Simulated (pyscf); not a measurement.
Single points on ωB97X-D3(BJ)/def2-SVP structures (PySCF, gas phase).

**Question.** H₃C–Si•(CH₃)–CH₃ (SMILES C[Si](C)C) -> •H₂C–SiH(CH₃)–CH₃ (SMILES [CH2][SiH](C)C)
Surface: doublet. Broken: C–H. Formed: H–Si. Give ΔE‡ and ΔE from ωB97M-D3(BJ)/def2-TZVP, relative to the reactant's lowest minimum found.

**Answer.** ΔE‡ = 46.7 kcal/mol, ΔE = +8.6 kcal/mol. Zero-point energy shifts the barrier by -3.9 kcal/mol. It is a hydrogen shift, with an imaginary mode of 1817i cm⁻¹. One saddle was located; it need not be the lowest between these sides.
